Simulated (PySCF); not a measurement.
## Electron correlation in Co (cobalt, neutral)

Starting occupation: [Ar] 3d9, 3d3/2 with m_j = -3/2, -1/2, +1/2, +3/2, 3d5/2 with m_j = -3/2, -1/2, +1/2, +3/2, +5/2. Computed with PySCF 2.14 in x2c-TZVPall-2c with one added diffuse shell each of s, p, d type (7s8p5d1f, 63 functions), with X2C-1e with screened-nucleus spin-orbit coupling, Gaussian nucleus. Frozen: [Ne]; 17 electrons correlated; the 6 highest virtual spinors left out.

MP2 pair energies summed by pair of shells (mhartree):

```tsv
pair	energy	share (%)
3d-3d	-389.73	54.4
3d-3p	-201.25	28.1
3p-3p	-56.85	7.9
3d-3s	-41.63	5.8
3p-3s	-22.83	3.2
3s-3s	-3.49	0.5
```

Total MP2 correlation energy: -715.78 mhartree.

The GHF reference relaxed away from the jj start to a determinant that is no pure jj level (⟨S²⟩ = 0.78, ⟨J²⟩ = 8.97); the energies belong to that determinant.

This basis was not built for core-valence correlation, so the inner-shell part is incomplete.
